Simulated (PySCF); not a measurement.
Diatomics of Cd with group 13

PBE0 with double-zeta basis sets in PySCF, for the lowest determinant that a PBE0 search found; no spin–orbit coupling. De refers to high-spin ground-configuration atoms. A positive dipole means M(−)Cd(+).

| M | basis | state (unpaired electrons) | Re (Å) | ωe (cm⁻¹) | De (eV) | μ (D) |
| --- | --- | --- | --- | --- | --- | --- |
| B | def2-SVP | doublet (π ↑) | 2.426 | 272 | 0.45 | 1.93 |
| In | def2-SVP | doublet (π ↑) | 3.054 | 81.4 | 0.28 | 0.66 |
| Tl | def2-SVP | doublet (π ↑) | 3.097 | 70.0 | 0.26 | 0.40 |

The shortest bond is that of CdB (2.426 Å), the longest that of TlCd (3.097 Å).

Down a group the atoms grow and get heavier, so bonds lengthen and wavenumbers fall; this series shows no clear exception.

Weak bonds: CdB, CdIn, TlCd. Basis-set superposition, not corrected here, can be much of De in a small basis, most of all at correlated wavefunction levels. Functionals without a dispersion term scatter widely for such bonds, and LDA overbinds them. These are scalar-relativistic numbers at best; spin–orbit coupling would shift them, the dissociation energy most. States were picked by a PBE0 search and need not be the measured ground states.
